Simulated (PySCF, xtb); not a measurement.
Mo(O)2(OH) (HMoO3), SMILES [O]=[Mo+]([OH])=[O], charge +1, multiplicity 1. The values are those of a single conformer.

Harmonic wavenumbers (cm⁻¹) from xtb with GFN2-xTB at its own minimum, in rising order: 140, 216, 282, 527, 717, 752, 851, 880, 3272.

**Question.** What does PBE0-D3(BJ)/def2-SVP (PySCF 2.14.0) give at its own minimum? (An estimate is asked for; the answer gives what the named calculation found.)

**Answer.** 123, 241, 274, 404, 539, 867, 1079, 1120, 3792. Paired by order, the mean absolute difference is 161 cm⁻¹ and the zero-point energies are 10.9 and 12.1 kcal/mol.
